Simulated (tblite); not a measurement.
C6H5O3 (doublet state).
Z-matrix (Å and degrees, GFN2-xTB geometry), rows numbered from 1:
```
O 
C   1  1.2080
C   2  1.4321  1  130.24
C   3  1.3287  2  126.49  1  -179.40
C   4  1.5056  3  124.25  2  -178.82
O   5  1.3958  4  113.25  3   -19.73
O   4  1.3730  3  122.25  2    -0.85
C   7  1.3314  4  115.71  3     0.25
C   8  1.3403  7  124.89  4     0.07
H   5  1.0940  4  109.59  3  -139.23
H   5  1.1046  4  108.00  3   103.57
H   6  0.9659  5  108.93  4    42.07
H   8  1.0824  7  112.14  4   179.98
H   9  1.0780  2  115.72  1     0.01
```

The geometry is computed with GFN2-xTB (gas phase). This method treats the open shell by occupation alone, without spin polarisation.

Take the most abundant isotopes and a rigid rotor. The values belong to one conformer with, in the numbering `[O:1]=[c:2]1[c:3][c:4]([CH2:5][OH:6])[o:7][cH:8][cH:9]1`, O1–C2–C3–C4 -179°, C3–C4–C5–O6 -20°, C4–C5–O6–H 42°, C3–C4–O7–C8 0°, C4–O7–C8–C9 0°.

Question: What are A, B and C (cm⁻¹)?

Answer: Ia = 171.46, Ib = 389.80, Ic = 555.83 u·Å²; 505379 MHz·u·Å²/I gives 2948, 1297 and 909.2 MHz, that is A = 0.09832, B = 0.04325, C = 0.03033 cm⁻¹.

Question: Classify the top.

Answer: An asymmetric top. Ray's parameter κ = (2B − A − C)/(A − C) = -0.620; −1 is the prolate and +1 the oblate limit.

Question: Is it planar, by Δ = Ic − Ia − Ib?

Answer: Not planar: Δ = Ic − Ia − Ib = -5.43 u·Å². For a rigid frame Δ = −2 Σ m c², so Σ m c² = 2.72 u·Å² lies off the ab plane: 1.75 from hydrogen and 0.96 from heavier atoms. The atom farthest from that plane is 1.17 Å away.

Question: Give the other two planar moments, Paa and Pbb, and the rms extents of the mass along the axes.

Answer: Paa = Σ m a² = (Ib + Ic − Ia)/2 = 387.08 and Pbb = Σ m b² = (Ia + Ic − Ib)/2 = 168.74 u·Å². With the mass M = 125.02 u, the rms extents √(P/M) along a, b and c are 1.76, 1.16, 0.15 Å.

Question: List the rotational levels J(Ka,Kc) to J = 4 (MHz).

Answer: Above 0(0,0):
J = 1: 1(0,1) 2206, 1(1,1) 3857, 1(1,0) 4244
J = 2: 2(0,2) 6557, 2(1,2) 7881, 2(1,1) 9043, 2(2,1) 13996, 2(2,0) 14056
J = 3: 3(0,3) 12941, 3(1,3) 13882, 3(1,2) 16200, 3(2,2) 20613, 3(2,1) 20906, 3(3,1) 29872, 3(3,0) 29878
J = 4: 4(0,4) 21231, 4(1,4) 21825, 4(1,3) 25657, 4(2,3) 29389, 4(2,2) 30214, 4(3,2) 38800, 4(3,1) 38841, 4(4,1) 51620, 4(4,0) 51620
Those of J = 1 are B + C, A + C and A + B.

Question: Estimate the classical rotational partition function at 10 K, 200 K and 298.15 K.

Answer: Point group C1, symmetry number σ = 1; q = (√π/σ)·√((kT/h)³/(ABC)), k/h = 20836.6 MHz/K: 2860 at 10 K, 256000 at 200 K, 466000 at 298.15 K.

For this open shell read J as N, the rotation without spin; fine and hyperfine splittings come on top. Its GFN2-xTB frequencies are all real (lowest 55 cm⁻¹). Constants of a rigid frame at the computed geometry: no zero-point averaging, no centrifugal distortion.

On one thread of an Arm Neoverse V2, on a shared host, this took 0.38 s of wall time. These figures are those of the optimisation.
